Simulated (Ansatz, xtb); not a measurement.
Two isomers of C4H12BNO

Structure a is `CC(C)COBN`, a singlet and structure b is `CCNBOCC`, a singlet. Both are isolated molecules in the gas phase, relaxed with B3LYP/def2-SVP; each stands in its lowest conformer found.

a (Å):

| atom | x (Å) | y (Å) | z (Å) |
| --- | --- | --- | --- |
| C | -2.4743 | -3.3072 | 0.0194 |
| C | -1.8881 | -2.0173 | 0.6026 |
| C | -0.9183 | -2.3020 | 1.7551 |
| C | -1.1946 | -1.1739 | -0.4734 |
| B | -2.4708 | 0.4451 | -1.7852 |
| N | -3.3574 | 0.6919 | -2.8455 |
| O | -2.0726 | -0.8366 | -1.5286 |
| H | -3.1570 | -3.0884 | -0.8147 |
| H | -1.6739 | -3.9641 | -0.3640 |
| H | -3.0323 | -3.8719 | 0.7837 |
| H | -2.7229 | -1.4063 | 0.9952 |
| H | -1.4115 | -2.8779 | 2.5542 |
| H | -0.0523 | -2.8927 | 1.4093 |
| H | -0.5310 | -1.3722 | 2.2034 |
| H | -0.3511 | -1.7482 | -0.9011 |
| H | -0.7744 | -0.2583 | -0.0181 |
| H | -2.0674 | 1.3710 | -1.1121 |
| H | -3.7206 | -0.0461 | -3.4379 |
| H | -3.6814 | 1.6193 | -3.0831 |

b (Å):

```tsv
atom	x (Å)	y (Å)	z (Å)
C	-0.2600	-1.8694	-1.9406
C	-0.4907	-1.4284	-0.4939
C	0.3600	3.2858	0.9355
C	0.6697	3.5393	2.4036
B	-0.1659	1.0022	0.2362
N	0.3023	-0.2780	-0.1054
O	0.7385	1.9777	0.5523
H	-0.5193	-1.0616	-2.6436
H	-0.8710	-2.7536	-2.1859
H	0.7967	-2.1366	-2.1122
H	-0.2862	-2.2814	0.1818
H	-1.5517	-1.1703	-0.3483
H	1.3077	-0.4316	-0.1124
H	-1.3593	1.2250	0.2453
H	0.9210	3.9980	0.3044
H	-0.7153	3.4480	0.7359
H	0.0822	2.8690	3.0514
H	1.7373	3.3638	2.6103
H	0.4304	4.5801	2.6760
```

Problem. Estimate which is lower in electronic energy at CCSD(T)/def2-SVP + ΔMP2/def2-TZVPP, and by roughly how much.

Solution. The CCSD(T)/def2-SVP + ΔMP2/def2-TZVPP calculation puts structure a lower, by 8.1 kcal/mol.

Level by level:

| level | geometry | E(b) − E(a) (kcal/mol) | departure from the last row (kcal/mol) | job, with rough time for the two |
| --- | --- | --- | --- | --- |
| GFN2-xTB | GFN2-xTB | +0.5 | −7.6 | optimisation, 0.65 s |
| HF/STO-3G | GFN2-xTB | +0.5 | −7.5 | single point, 0.6 s |
| r2SCAN-D4/def2-SVP | GFN2-xTB | +6.4 | −1.7 | single point, 6.6 s |
| B3LYP/def2-SVP | B3LYP/def2-SVP | +4.0 | −4.0 | optimisation, 2.7 min |
| HF/def2-SVP | B3LYP/def2-SVP | +4.6 | −3.5 | part of the CCSD(T) run |
| MP2/def2-SVP | B3LYP/def2-SVP | +7.6 | −0.5 | part of the CCSD(T) run |
| CCSD(T)/def2-SVP | B3LYP/def2-SVP | +6.6 | −1.5 | single point |
| CCSD(T)/def2-SVP + ΔMP2/def2-TZVPP | B3LYP/def2-SVP | +8.1 |  | single point, 3.4 min |

As drawn, b has 1 C–N, 1 C–H in place of 1 C–C, 1 N–H.

The levels shown agree on the order. The largest departure from CCSD(T)/def2-SVP + ΔMP2/def2-TZVPP is that of GFN2-xTB, 7.6 kcal/mol. The last row adds to CCSD(T) the change of the MP2 difference between the two basis sets, here +1.5 kcal/mol.

With thermal terms from frequencies at re-optimised GFN2-xTB minima (ideal gas, soft modes damped towards free rotors, one conformer each, 298.15 K, 1 atm): the zero-point term adds 0.0 kcal/mol; ΔH is +8.1 and ΔG +7.8 kcal/mol.

The correlated steps freeze 7 core orbitals. Codes used: Ansatz 0.2.0, xtb 6.7.1; the last row on 4 threads of Arm Neoverse N1 on a shared host.
